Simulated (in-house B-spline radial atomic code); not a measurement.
# Ionising the titanium ion Ti⁸⁺ with different functionals

Computed with an all-electron radial atomic-structure program (B-spline basis): four-component Dirac-Coulomb Hamiltonian, Fermi nucleus of rms radius 3.5921 fm, spin-restricted, spherical fractional occupations for the functionals, and exact exchange of hybrids averaged over the configuration. The ionisation energy is the difference of two self-consistent energies, [Ne] 3s2 3p2 → [Ne] 3s2 3p1, without Breit or QED terms; ε is the level of the shell that loses the electron (mean over j). The electron is taken from both j subshells in proportion to 2j + 1, so the result is a j average, not the step between ground levels.

```
   method                    rung  ΔSCF (eV)  -ε(3p) (eV)
     PBE0           global hybrid     190.81       181.84
    B97-1           global hybrid     190.80       181.34
CAM-B3LYP  range-separated hybrid     190.91       183.33
  LC-wPBE  range-separated hybrid     190.93       184.37
```

Question: Among the functionals, which spreads more, the ΔSCF values or the orbital energies?

Answer: The orbital energies: ΔSCF values span about 0.13 eV and the orbital energies 3.03 eV; here energy differences depend much less on the functional than eigenvalues do.

Question: How do they compare with the NIST value?

Answer: NIST lists 192.1 eV ± 0.4 (semi-empirical, ground level to ground level). Errors run from -1.30 to -1.17 eV. The correlated functionals all miss on the same side by more than they spread, so the cause is common to them (Breit-QED terms, spin polarisation, the choice among j levels, multiplet and fine-structure energies, or a listed next ion that isn't the cheapest removal here) and closeness doesn't rank the functionals.
